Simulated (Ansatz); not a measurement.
The cluster Zn2Cl6, relaxed as a singlet with RKS r2SCAN-D4/def2-SVP in Ansatz, starting from the GFN1-xTB geometry. Force threshold 0.02 eV/Å.

In the singlet, Cl3 and Cl6 lie 2.14 Å apart (atoms count from 1), so these atoms are partly bonded to each other. The structure comes from a short search, and lower isomers may exist.

Start:

Cartesian coordinates in Å:
```
Zn 1.386 -0.145 -0.270
Zn -1.386 1.318 -0.753
Cl 0.885 -1.956 1.435
Cl -3.246 2.204 -0.974
Cl 0.305 1.654 0.709
Cl -1.004 -2.084 2.085
Cl 3.424 -0.562 -0.469
Cl -0.363 -0.428 -1.763
```

(1) Estimate the energy that the relaxation releases and the steps that it takes.

(2) Does the start keep its bonding and symmetry?

(3) Predict the relaxed structure.

Answers

(1) 5.7 kcal/mol, in 15 steps; 61 s on 4 threads of Arm Neoverse V1 on a shared host. The force fell under the threshold at step 8, but the optimiser went on and released 0.006 eV more. No frequencies were taken in this run, so the end may be a saddle point.

(2) By distances, no bond broke or formed. The bond that changes most is Cl3–Cl6, from 2.00 to 2.14 Å (atoms count from 1). Point group Cs at the start, Cs at the end, both within 0.05 Å.

(3) 
```xyz
8

Zn    1.131   -0.084   -0.243
Zn   -1.461    1.502   -0.881
Cl    1.210   -1.990    1.370
Cl   -3.247    2.548   -1.281
Cl    0.212    1.819    0.674
Cl   -0.539   -2.638    2.411
Cl    3.190   -0.804   -0.198
Cl   -0.495   -0.353   -1.852
```
Bond lengths (bridged metal pairs left out): 7 × Cl–Zn 2.11 to 2.50 Å; 1 × Cl–Cl 2.14 Å.
